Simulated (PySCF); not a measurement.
# Working out the ionisation energy of S⁺

S⁺ [Ne] 3s2 3p3 (4S) → S²⁺ [Ne] 3s2 3p2 (3P). Computed with PySCF 2.14 in def2-TZVP, with the non-relativistic Hamiltonian (point nucleus). Frozen: [Ne]. Energies in hartree (1 hartree = 27.21139 eV):

| part | S⁺ (lower) | S²⁺ (upper) |
| --- | --- | --- |
| UHF | -397.162684 | -396.327743 |
| CCSD correlation | -0.107753 | -0.087991 |
| (T) | -0.003492 | -0.002103 |

Question: What does Hartree-Fock give?

Answer: (-396.327743) − (-397.162684) = 0.834941 hartree = 22.720 eV.

Question: What do CCSD and CCSD(T) give?

Answer: The CCSD correlation energies differ by 0.019762 hartree = 0.538 eV and the triples by 0.001389 hartree = 0.038 eV, so CCSD gives 23.258 eV and CCSD(T) 23.296 eV.

Reference: 23.338 eV (measured; NIST Atomic Spectra Database, ionization energies), between the lowest levels; spin-orbit coupling is absent from the calculation.

What remains against the reference includes basis incompleteness, the frozen core and higher excitations.
